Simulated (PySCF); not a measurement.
AgI, SMILES [Ag][I], multiplicity 1. Geometry optimised at PBE-D3(BJ)/def2-TZVP. The multiplicity is an assumed one; other spin states were not compared. The def2 effective core potentials stand for the cores of Ag, I; spin–orbit coupling is left out.

These are PBE-D3(BJ)/def2-TZVP run with PySCF values and carry that method's errors.

Harmonic wavenumbers (cm⁻¹): 196. Rotational constants (GHz): 1.315 (linear); symmetry number 1.

Task: Work out the zero-point energy and the ideal-gas rigid-rotor harmonic-oscillator thermochemistry at 298.15 K and 1 atm.

Result: ZPE = ½ Σ hcν = ½ × 196 cm⁻¹ = 0.28 kcal/mol. H − E(el) = 2.71 kcal/mol. Entropy in cal/(mol K): translation 42.26, rotation 18.80, vibration 2.17, total 63.23. G − E(el) = -16.14 kcal/mol. Cp = 8.80 cal/(mol K).
